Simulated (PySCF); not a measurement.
C3H10Si, SMILES CCC[SiH3], singlet at its GFN2-xTB optimised geometry (Å):

```
14

C      2.0590    -0.9170     0.0000
C      0.5343    -0.9170     0.0000
C     -0.0369     0.4984     0.0000
Si    -1.9369     0.5409    -0.0029
H      2.4398    -0.4056    -0.8823
H      2.4399    -0.4051     0.8819
H      2.4448    -1.9343     0.0002
H      0.1747    -1.4545    -0.8806
H      0.1747    -1.4543     0.8808
H      0.3456     1.0329    -0.8728
H      0.3428     1.0318     0.8746
H     -2.3869     1.9343    -0.0037
H     -2.4448    -0.1394     1.1908
H     -2.4413    -0.1394    -1.1980
```

Method: PySCF with PBE/def2-TZVP.

Map of the electrostatic potential (hartree/e), clipped to [-0.08, 0.12] on the plane z = 0.8 Å:

```
|0000000000000000000000000|
|0000000000000000000000000|
|0000000000000000000000000|
|0000000000000000000000000|
|0000000000000000000000000|
|0000011000000000000000000|
|0000123211111111000000000|
|0000146543223431100000000|
|0001379997459993100000000|
|0012699999799996110000000|
|0013999999999995111110000|
|0013999999999993235531000|
|0013999999899974499982000|
|0001799997469997899992000|
|0000267653369999999992000|
|0000012222399999999941000|
|0000000111399997699520000|
|0000000001289983245420000|
|0000000000125421123421000|
|0000000000011111112211000|
|0000000000000000011111000|
|0000000000000000001110000|
|0000000000000000000000000|
|0000000000000000000000000|
|0000000000000000000000000|
```
Scale: ten equal steps from -0.007 (start of '0') to 0.120 (end of '9'), in the order '0123456789'; x runs from -4.50 to 4.50, y from -4.50 (bottom) to 4.50 (top).
